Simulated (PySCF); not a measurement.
## SnCl⁻: from constants to spectrum

UHF-CCSD(T) constants of SnCl⁻, ³Σ⁻ (triplet), unpaired electrons π ↑↑ (PySCF, scalar-relativistic core potentials, basis sets Sn def2-SVPD with ECP28, Cl def2-SVPD; masses 119.9022 and 34.9689 u):

| Property | Result |
| --- | --- |
| ωe | 226.0 cm⁻¹ |
| ωexe | 1.24 cm⁻¹ |
| Be | 0.089336 cm⁻¹ |
| αe | 0.000590 cm⁻¹ |
| De to Sn + Cl⁻ | 1.51 eV |

Problem. What force constant and bond length do these constants imply?

Solution. Reduced mass μred = 27.073 u; k = 5.8918×10⁻⁷·μred·ωe² (u, cm⁻¹, mdyn/Å) = 0.815 mdyn/Å; Re = √(16.8576/(μred·Be)) (u, cm⁻¹, Å) = 2.640 Å.

Problem. Estimate the centrifugal constant D from the Kratzer relation and find the Dunham coefficient a1.

Solution. D = 4Be³/ωe² = 5.58e-08 cm⁻¹; a1 = −1 − αeωe/(6Be²) = -3.78.

Correlated steps freeze 9 core orbitals. Correlated levels converge slowly with the basis: in double zeta they bind strong bonds too weakly, by up to about 1 eV, and carry superposition errors of some tenths. These are scalar-relativistic numbers at best; spin–orbit coupling would shift them, the dissociation energy most. For an ion De counts to the pair picked by the measured ionisation energies or electron affinities, which need not be the lowest pair at this level. The state was picked by a PBE0 search and need not be the measured ground state.
